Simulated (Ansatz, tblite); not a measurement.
Cost and result up the ladder for Al7As7 (14 atoms). The state is a singlet with charge 0. Geometry: PBE-D4/def2-SVP.

Cartesian coordinates in Å:
```
Al -1.779 -0.988 -0.121
Al 3.083 0.181 -0.621
Al 1.329 -1.833 -1.185
Al 0.118 0.331 -2.232
Al -2.621 1.517 0.029
Al 0.394 0.618 0.944
Al -2.548 0.225 2.328
As 2.408 -0.271 -2.874
As -0.924 -1.961 -2.173
As -3.655 2.274 2.044
As 2.690 -1.773 0.917
As 2.684 0.766 1.673
As -0.720 -1.328 2.113
As -0.459 2.239 -0.842
```

Ansatz on 2 threads of AMD EPYC 7R13 on a shared host and a share (18 GiB) of an NVIDIA H100 80GB HBM3; xTB runs through tblite on one thread. Times are rough, summed over both states, and most runs start from the orbitals of an earlier one. PBE0-D4/def2-TZVP serves as the yardstick here, not as an exact answer. The other state is a doublet.

The xTB rows come from tblite. LC-ωPBE has ω = 0.4 bohr⁻¹. Single mean-field runs in def2-TZVP are fitted with def2-universal-jkfit.

Raw xTB energies of ions are shifted by several eV.

```tsv
level	functions	wall time	vertical IE (eV)	difference from PBE0-D4/def2-TZVP (eV)
GFN1-xTB	126	0.29 s	9.94	3.25
GFN2-xTB	126	0.78 s	9.36	2.66
PBE-D4/def2-TZVP (with forces)	595	22 s	6.59	-0.11
LC-ωPBE/def2-TZVP	595	31 s	6.77	0.08
PBE0-D4/def2-TZVP	595	32 s	6.69	0.00
```
